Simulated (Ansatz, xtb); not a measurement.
# CH2AlFO: 4 structures ranked

4 gas-phase structures of CH2AlFO, found in a search over its isomers (lower ones may exist). Each was relaxed with GFN2-xTB:

A. `FC[O][Al]`, a singlet
B. a singlet given by its coordinates
C. a singlet given by its coordinates
D. `[CH][Al]([OH])[F]`, a triplet

C (Å):

```yaml
atoms:
  - { symbol: C, position_ang: [-0.7295, 1.0525, 0.5790] }
  - { symbol: Al, position_ang: [0.2227, 2.7283, 1.0038] }
  - { symbol: F, position_ang: [1.6618, 3.0248, 0.2670] }
  - { symbol: O, position_ang: [-0.0618, 0.9323, 1.6476] }
  - { symbol: H, position_ang: [-1.2676, 0.1336, 0.2826] }
  - { symbol: H, position_ang: [-0.3993, 3.7038, 1.9538] }
```

Close contacts (Å): C1–Al2 1.97, C1–O4 1.27, Al2–F3 1.64, Al2–O4 1.93, C1–H5 1.11, Al2–H6 1.50.

B (Å):

| atom | x (Å) | y (Å) | z (Å) |
| --- | --- | --- | --- |
| C | -0.9946 | 1.0682 | -0.0134 |
| Al | -0.4960 | -0.7496 | 0.6589 |
| F | -1.4314 | -1.8433 | 1.4656 |
| O | 0.1564 | 1.2338 | -0.3974 |
| H | -1.7162 | 1.8923 | -0.1740 |
| H | 0.9518 | -1.0406 | 0.3490 |

Close contacts (Å): C1–Al2 2.00, C1–O4 1.22, Al2–F3 1.65, Al2–O4 2.34, C1–H5 1.11, Al2–H6 1.51.

Problem. Which do you expect lowest at r2SCAN-D4/def2-SVP, and how would the others follow?

Solution. Calculated order at r2SCAN-D4/def2-SVP: C (0.0), A (9.5), B (11.5), D (18.5) kcal/mol.

Energies above the lowest of each column, in kcal/mol; the last columns are at PBE0-D3(BJ)/def2-SVP geometries (a dash: not run or not comparable):

```
structure  GFN2-xTB  HF/STO-3G  r2SCAN-D4/def2-SVP  PBE0-D3(BJ)/def2-SVP  CCSD(T)/def2-TZVPP
        C       0.0        0.0                 0.0                   0.0                 0.0
        A      13.7        3.2                 9.5                   4.4                11.9
        B       3.8       19.6                11.5                   5.3                 7.0
        D         –       24.1                18.5                  20.1                   –
```

Every level run on C puts it lowest or level with the lowest. CCSD(T)/def2-TZVPP orders those it was run on as C (0.0), B (7.0), A (11.9) kcal/mol. Some further structures that were screened fall inside this span and aren't listed. Flexible structures stand in one conformer each, not always the lowest. Frequencies (PBE0-D3(BJ)/def2-SVP) were run for A, B, C alone. GFN2-xTB has no spin polarisation and isn't compared across spin states. Open shells are spin-unrestricted.

Programs: Ansatz 0.2.0, xtb 6.7.1.
